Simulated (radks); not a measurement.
The numbers below are computed, except where a source is named.
Q: These are the eigenvalues of the occupied orbitals of an atom or ion with whole-number occupations (eV). Code: a radial shooting solver on a logarithmic mesh with Libxc functionals. Model: scalar-relativistic Kohn-Sham, PBE, spin-polarised, spherical densities, point nucleus.

orbital  eigenvalue
1s        -26525.77
2s        -3938.052
2p        -3533.506
3s        -733.9696
3p        -601.2704
3d        -393.6371
4s        -105.9181
4p         -66.9675
4d         -11.7331
5s          -5.6597

Which element is it, and in what charge state? The configuration may be excited. Open shells, if any, are filled with parallel spins first.

A: Z = 48, cadmium, charge 0: Cd in [Kr] 4d10 5s2. The list shows which subshells hold electrons but not how many an open one holds; the 1s level, -974.8 hartree, gives Z - s = 44.2 by -(Z - s)^2/2, which with screening and relativity narrows Z to a few neighbours, and the depths of the outer levels then fix element, charge and occupations together.
